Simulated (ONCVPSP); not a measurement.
An all-electron radial function and its pseudo partner (beryllium)

Columns: radius, all-electron u(r) and pseudo u(r) of the 2s shell (level -5.60 eV) of beryllium in the configuration [He] 2s2; LDA (Perdew-Wang 92), scalar-relativistic, ONCV scheme, ONCVPSP 4.0.1.

| r (bohr) | all-electron | pseudo |
| --- | --- | --- |
| 0.085 | -0.1786 | 0.0190 |
| 0.170 | -0.2480 | 0.0391 |
| 0.255 | -0.2507 | 0.0611 |
| 0.340 | -0.2134 | 0.0853 |
| 0.425 | -0.1530 | 0.1120 |
| 0.510 | -0.0807 | 0.1410 |
| 0.595 | -0.0034 | 0.1725 |
| 0.680 | 0.0741 | 0.2063 |
| 0.765 | 0.1490 | 0.2427 |
| 0.850 | 0.2195 | 0.2815 |
| 0.935 | 0.2845 | 0.3225 |
| 1.020 | 0.3435 | 0.3646 |
| 1.105 | 0.3963 | 0.4068 |
| 1.190 | 0.4430 | 0.4475 |
| 1.275 | 0.4837 | 0.4853 |
| 1.360 | 0.5187 | 0.5191 |
| 1.445 | 0.5482 | 0.5482 |
| 1.530 | 0.5725 | 0.5725 |
| 1.615 | 0.5921 | 0.5921 |
| 1.700 | 0.6074 | 0.6074 |
| 1.785 | 0.6187 | 0.6186 |
| 1.870 | 0.6263 | 0.6263 |
| 1.955 | 0.6306 | 0.6306 |
| 2.040 | 0.6320 | 0.6320 |
| 2.125 | 0.6308 | 0.6308 |
| 2.210 | 0.6272 | 0.6272 |

Task: How many radial nodes do the two functions have?

Result: The all-electron 2s function has n − l − 1 = 1; the pseudo-wave has 0, since the states of the same l below it are removed with the core.

Task: At about which radius was the pseudo-wave matched?

Result: 1.60 bohr. The columns agree to 0.0005 from 1.36 bohr on; several derivatives are matched, so the curves merge somewhat inside the radius.

Task: Is the pseudo-wave norm-conserving?

Result: Yes: the ONCV scheme keeps the norm inside the radius equal to the all-electron one, which fixes the energy derivative of the logarithmic derivative at the level.
